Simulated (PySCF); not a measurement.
4-fluoro-2,3-dihydrofuran (C4H5FO), SMILES FC1=COCC1. Heavy atoms are numbered as in [F:1][C:2]1=[CH:3][O:4][CH2:5][CH2:6]1. Hydrogens are named by the atom that carries them.

Geometry optimised at r2SCAN-D4/def2-SVP. A frequency run showed that this geometry is not a minimum. One conformer was computed; it need not be the lowest.

Level of theory: B3LYP/pcSseg-1 (PySCF).

GIAO shieldings, no solvent; atoms alike by connectivity are averaged. δ = σ(ref) − σ: ¹⁹F against CFCl3 (σ = 161.7 ppm); ¹³C against TMS (σ = 181.3 ppm); ¹⁷O against H2O (σ = 333.8 ppm); ¹H against TMS (σ = 31.68 ppm), references at their B3LYP-D3(BJ)/def2-TZVP geometries, non-relativistic.

```csv
atoms,nucleus,count,δ (ppm)
F1,¹⁹F,1,[?]
C2,¹³C,1,158.3
C3 (CH),¹³C,1,[?]
C5 (CH2),¹³C,1,74.0
C6 (CH2),¹³C,1,[?]
O4,¹⁷O,1,79.7
H on C3,¹H,1,6.57
H on C5,¹H,2,4.67
H on C6,¹H,2,[?]
```

Problem. Some entries are withheld; supply them. (An estimate is asked for; the answer gives what the named calculation found.)

Solution. 
- F1, δ (ppm): -196.0
- H on C6, δ (ppm): 3.26
- C6 (CH2), δ (ppm): 34.3
- C3 (CH), δ (ppm): 137.9
